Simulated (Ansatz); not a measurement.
`CC[Si](N)(N)F` and `N[Si](N)(F)F` differ in one atom or group.

Ansatz, PBE0-D4/def2-TZVP geometries, multiplicity 1. Each molecule was computed in one conformer, which needn't be the lowest.

| property | `CC[Si](N)(N)F` |
| --- | --- |
| size of the dipole moment (B3LYP/def2-TZVPP) / D | 1.74 |
| HOMO–LUMO gap (PBE/def2-TZVPP) / eV | 5.85 |
| HOMO–LUMO gap (PBE0/def2-TZVPP) / eV | 8.09 |
| HOMO–LUMO gap (B3LYP/def2-TZVPP) / eV | 7.51 |
| HOMO energy (PBE0/def2-TZVPP) / eV | -7.35 |
| size of the dipole moment (ωB97M-V/def2-TZVPP) / D | 1.73 |

Question: What does the change do to each property? (Best estimate.)

Answer: Computed: 
| property | `N[Si](N)(F)F` | shift |
| --- | --- | --- |
| size of the dipole moment (B3LYP/def2-TZVPP) / D | 2.47 | 0.73 |
| HOMO–LUMO gap (PBE/def2-TZVPP) / eV | 6.44 | 0.59 |
| HOMO–LUMO gap (PBE0/def2-TZVPP) / eV | 8.82 | 0.73 |
| HOMO–LUMO gap (B3LYP/def2-TZVPP) / eV | 8.18 | 0.67 |
| HOMO energy (PBE0/def2-TZVPP) / eV | -8.12 | -0.77 |
| size of the dipole moment (ωB97M-V/def2-TZVPP) / D | 2.45 | 0.72 |

Dipoles are sizes alone; their direction can turn.

B3LYP here is the variant with VWN-RPA as its local correlation; programs differ in this.
